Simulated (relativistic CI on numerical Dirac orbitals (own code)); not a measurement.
# Nb2+: resonant inelastic scattering at the M2,3 edge

Computed with this model: Dirac-Coulomb-Breit CI, KLI orbitals optimised for each configuration, a model potential for QED, valence Slater integrals scaled by 0.8, Kramers-Heisenberg scattering through one core-hole configuration in a parametric crystal field; configurations [Kr] 4d3 → [Ne] 3s2 3p5 3d10 4s2 4p6 4d4; 10 K; core-hole width 2 eV; summed over polarisations. Incident energies are the highest absorption maxima for each field (at most a few, so the weaker spin-orbit partner edge can be absent), on the computed scale of the free ion. Intensities are in per cent of the strongest line above 0.02 eV; levels within 1 cm⁻¹ are merged; final levels count from the ground level, the first row holds all elastic scattering, lines under 0.4 are left out and each table stops after 24 rows. The scale of the Slater integrals is a model choice and moves the terms in proportion.

Field parameters in Wybourne normalisation: D3d B²₀ = −7Dσ, B⁴₀ = −14Dq − 21Dτ, B⁴₃ = −14√(10/7) Dq; Oh B⁴₀ = 21Dq, B⁴₄ = √(5/14) B⁴₀; Td as Oh with Dq negative (B⁴₀ = 21Dq, B⁴₄ = √(5/14) B⁴₀). The field is a parameter set, without covalency.

S is read from ⟨S²⟩ = S(S + 1).

Oh, 10Dq = 31150 cm⁻¹:

```tsv
Final level (eV)	Degeneracy	Irrep	S	365.2 eV	367.4 eV	381.1 eV
0.000	4	Γ8	1.50	623.0	647.7	112.1
1.378	4	Γ8	0.50	14.6	3.0	14.1
1.421	4	Γ8	0.50	17.0	6.2	14.4
1.433	2	Γ6	0.50	13.8	5.3	13.3
2.219	4	Γ8	0.50	34.2	12.7	26.9
2.238	2	Γ7	0.50	23.4	8.0	20.6
3.839	2	Γ7	1.50	8.0	41.4	1.0
3.855	4	Γ8	1.50	17.8	100.0	5.5
3.878	4	Γ8	1.50	16.5	82.4	1.7
3.881	2	Γ6	1.50	8.1	42.5	1.4
4.630	2	Γ6	1.49	7.4	39.5	0.7
4.644	4	Γ8	1.50	9.8	50.9	1.9
4.657	2	Γ7	1.50	1.9	12.7	2.7
4.658	4	Γ8	1.50	3.6	24.3	5.7
5.204	2	Γ6	0.50	0.2	1.0	0.3
5.212	2	Γ7	0.50	0.3	0.8	0.5
5.217	4	Γ8	0.50	0.8	4.3	1.4
5.247	4	Γ8	0.50	0.3	1.4	0.4
5.780	2	Γ6	0.50	0.6	2.8	1.1
5.784	4	Γ8	0.50	1.0	5.1	2.0
6.143	2	Γ7	0.50	0.4	0.1	0.5
6.179	4	Γ8	0.50	0.5	0.3	0.6
```

D3d, 10Dq = 22650, Dσ = -10, Dτ = 340 cm⁻¹:

```tsv
Final level (eV)	Degeneracy	Irrep	S	366.7 eV	382 eV
0.000	2	Γ4	1.50	1703.9	289.4
0.000	2	Γ5+Γ6	1.50	1.3	2.8
1.252	2	Γ5+Γ6	0.50	7.5	8.9
1.301	2	Γ4	0.50	7.1	10.5
1.390	2	Γ5+Γ6	0.50	10.9	10.4
1.393	2	Γ4	0.50	12.4	10.5
1.436	2	Γ4	0.50	16.8	14.5
2.127	2	Γ4	0.51	31.4	22.7
2.286	2	Γ4	0.51	28.7	24.4
2.309	2	Γ5+Γ6	0.51	25.3	17.8
2.887	2	Γ4	1.50	88.5	14.2
2.888	2	Γ5+Γ6	1.50	71.6	14.1
2.979	2	Γ4	1.50	78.9	14.0
2.994	2	Γ4	1.50	100.0	16.5
3.008	2	Γ5+Γ6	1.50	93.0	15.9
3.023	2	Γ4	1.50	63.7	11.9
3.598	2	Γ4	1.50	50.3	10.9
3.602	2	Γ5+Γ6	1.50	33.1	8.7
3.836	2	Γ4	1.48	50.0	8.1
3.843	2	Γ4	1.50	49.7	8.1
3.843	4	Γ4+Γ5+Γ6	1.50	65.4	28.1
4.075	2	Γ4	0.54	1.3	0.3
4.167	2	Γ4	0.51	1.8	1.4
4.203	2	Γ5+Γ6	0.50	1.6	1.1
```

Td, 10Dq = -9000 cm⁻¹:

```
Final level (eV)  Degeneracy  Irrep     S  366.1 eV  381.5 eV
           0.000           4     Γ8  1.45    3384.9     281.8
           0.025           2     Γ7  1.50      18.0      31.9
           0.088           4     Γ8  1.49      33.1      31.9
           0.132           2     Γ6  1.50      46.4       6.1
           0.305           4     Γ8  0.60     100.0      34.9
           1.029           4     Γ8  1.43      77.2      50.6
           1.033           2     Γ7  1.46      37.2      12.7
           1.073           2     Γ6  1.44      33.8       5.6
           1.084           4     Γ8  1.48      38.1      14.6
           1.231           2     Γ6  0.62       5.1       9.8
           1.251           4     Γ8  0.55      34.5      11.9
           1.278           2     Γ7  0.58       3.8       0.6
           1.338           4     Γ8  0.62      13.7      10.4
           1.614           2     Γ6  0.54      48.4      15.2
           1.651           4     Γ8  0.60      48.3      14.0
           1.965           2     Γ6  1.47      66.1       4.8
           2.005           4     Γ8  1.44      80.2      11.5
           2.021           2     Γ7  1.48      26.7       3.0
           2.025           4     Γ8  1.49      16.7      22.1
           2.159           4     Γ8  1.30       3.7       4.6
           2.179           2     Γ6  0.51       6.8       0.8
           2.259           2     Γ7  0.54       2.0       0.7
           2.267           4     Γ8  0.83      28.3       3.4
           2.431           2     Γ6  0.50       3.5       1.9
```

For the first field the strongest loss at the lowest incident energy is the level at 2.22 eV (S = 0.50, against 1.50 in the thermal ground state). Levels of other spin, the first over 8 % at 1.38 eV, appear because spin-orbit coupling of the core hole, and in heavier ions of the valence shell too, mixes spins.
